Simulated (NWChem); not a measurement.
Species: C4H6ClF; SMILES C[C@H]1C[C@]1(F)Cl

All runs: NWChem. Pople sets run with spherical d functions. Structure relaxed at the PBE0/def2-SVP level. Level TPSS/6-31G*: single points from the atomic guess with DIIS by default; each run changes one setting, and all converged runs end within 0.3 mHa of each other. NWChem's automatic level shift, which a small gap switches on, acted in some of these runs.

**Question.** Which setting needs the most SCF iterations, or fails (defaults; occupation smearing of 0.005 Ha; DIIS on 20 Fock matrices; no level shifting; level shift of 0.5 Ha throughout; core-Hamiltonian guess)?

**Answer.** core-Hamiltonian guess, with 18 against 9 for the defaults.
```
setting                           SCF iterations
--------------------------------  --------------
defaults                                       9
core-Hamiltonian guess                        18
DIIS on 20 Fock matrices                       8
occupation smearing of 0.005 Ha                9
level shift of 0.5 Ha throughout              11
no level shifting                              9
```
